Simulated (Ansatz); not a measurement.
Input file for CH$_{6}$B$_{2}$S:

```yaml
crystal:
  periodic: [false, false, false]
  atoms:
    - {symbol: B, position_ang: [-1.056716, 1.193437, 0.024328]}
    - {symbol: B, position_ang: [0.443260, 0.529897, 0.318231]}
    - {symbol: C, position_ang: [0.522591, -1.028755, 0.517257]}
    - {symbol: S, position_ang: [1.131607, -0.721356, -1.183648]}
    - {symbol: H, position_ang: [-1.740091, 0.903561, -0.924550]}
    - {symbol: H, position_ang: [-1.566657, 1.946334, 0.809508]}
    - {symbol: H, position_ang: [1.414237, 1.142711, 0.667104]}
    - {symbol: H, position_ang: [-0.357932, -1.663841, 0.500628]}
    - {symbol: H, position_ang: [1.331253, -1.466383, 1.096134]}
    - {symbol: H, position_ang: [-0.038250, -0.886805, -1.821992]}
basis:
  gaussian: {orbitals: def2-TZVPP}
correlation: {method: ccsd_t}
output: {orbitals: {seedname: orbitals}}
```

```sh
$ ansatz run in.yaml --threads 2 --pin off --events-out ev --progress --plain --max-ram 4352MiB
```

Output of Ansatz, abridged:

```
Functional definition: HF
1264 factors; integrals over basis functions are off by at most 1.1e-3 eV
mean field evaluation 1: about -13282.9438 eV, gradient 2.8e1 eV
mean field evaluation 2: about -13283.1579 eV, gradient 2.8e1 eV
mean field evaluation 4: about -13285.8592 eV, gradient 4.0e0 eV
mean field evaluation 8: about -13285.9226 eV, gradient 2.7e-1 eV
mean field -13285.92316651 eV, -488.2486708472 hartree, gradient 3.8e-6 eV, S^2 0.000000; 0 other end points of the search recorded, 0 dependent functions left out
8 core orbitals not correlated: weight in the atoms' cores, before any rotation towards them, 1.000 or more for the frozen orbitals, at most 0.000 for the correlated occupied ones
reference -13285.92316651 eV, -488.2486708472 hartree; 11, 11 occupied and 200, 200 virtual orbitals, 1264 factors
second order -15.38399770 eV of doubles, -0.00000000 eV of singles
cycle   1  -16.27108729 eV  change   -8.9e-1 eV  update   9.0e-2
cycle   2  -16.72642068 eV  change   -4.6e-1 eV  update   2.7e-2
cycle   3  -16.80071319 eV  change   -7.4e-2 eV  update   1.3e-2
cycle   4  -16.79467608 eV  change    6.0e-3 eV  update   3.8e-3
cycle   5  -16.79384602 eV  change    8.3e-4 eV  update   1.9e-3
cycle   6  -16.79365808 eV  change    1.9e-4 eV  update   6.7e-4
cycle   7  -16.79356748 eV  change    9.1e-5 eV  update   2.5e-4
cycle   8  -16.79362122 eV  change   -5.4e-5 eV  update   8.2e-5
cycle   9  -16.79363495 eV  change   -1.4e-5 eV  update   3.0e-5
cycle  10  -16.79362046 eV  change    1.4e-5 eV  update   1.3e-5
perturbative correction -0.73157519 eV, -0.0268848925 hartree
Total energy: -13303.44836217 eV, -488.8927099084 hartree
```

It took 2.3 min on 2 threads of an Arm Neoverse N1 on a shared host, with 3.3 GiB of host memory at the peak.

MP2 recovers 87.8 % of the CCSD(T) correlation energy and the triples give 4.2 %; T1 = 0.0125.
